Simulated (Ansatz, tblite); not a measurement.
Removing and adding an electron: V(NH)Cl3 (VNCl₃H). The state is a singlet with charge 0. Geometry: PBE-D4/def2-SVP. Ansatz, gas phase; energy differences of separate SCF runs; the oxidised species was run as a doublet alone; the reduced species was run as a doublet alone.

Cartesian coordinates in Å:
```
V 0.302 0.105 0.218
N -0.948 -0.331 -0.686
H -1.751 -0.610 -1.266
Cl 0.568 2.230 -0.045
Cl 2.014 -1.005 -0.484
Cl -0.185 -0.389 2.261
```

The xTB rows come from tblite. HOMO above LUMO, or a gap near zero within one spin, warns that the state may not be the lowest or that an electron is smeared out.

Estimate orbital energies and vertical ionisation energies and electron affinities at: GFN1-xTB; GFN2-xTB; PBE-D4/def2-TZVPD; r2SCAN-D4/def2-TZVP; r2SCAN-D4/def2-TZVPD; PBE0-D4/def2-TZVP; PBE0-D4/def2-TZVPD.


```tsv
level	−HOMO (eV)	vertical IE (eV)	−LUMO (eV)	vertical EA (eV)	HOMO–LUMO gap (eV)	IE − EA (eV)	remarks
GFN1-xTB	12.91	15.44	10.84	8.15	2.07	7.29	–
GFN2-xTB	11.93	14.47	9.63	7.05	2.30	7.42	–
PBE-D4/def2-TZVPD	7.56	–	4.73	1.98	2.82	–	HOMO above zero (-1 doublet), restricted SCF unstable in HF (singlet)
r2SCAN-D4/def2-TZVP	7.85	10.50	4.75	–	3.10	–	gap within one spin near zero (+1 doublet), restricted SCF unstable in HF (singlet)
r2SCAN-D4/def2-TZVPD	7.87	–	4.78	2.27	3.10	–	HOMO above zero (-1 doublet), restricted SCF unstable in HF (singlet)
PBE0-D4/def2-TZVP	8.89	10.73	3.89	–	4.99	–	restricted SCF unstable in HF (singlet)
PBE0-D4/def2-TZVPD	8.92	–	3.94	2.73	4.99	–	restricted SCF unstable in HF (singlet)
```

Run but left out: PBE-D4/def2-TZVP (charge +1 doublet: an occupied level 0.08 eV above an empty one).   A HOMO above zero means that the electron is unbound at that level or that self-interaction error raises the level; the energy of removing that electron tells which. Raw xTB energy differences between charge states are shifted by several eV; the methods need an empirical correction for them.
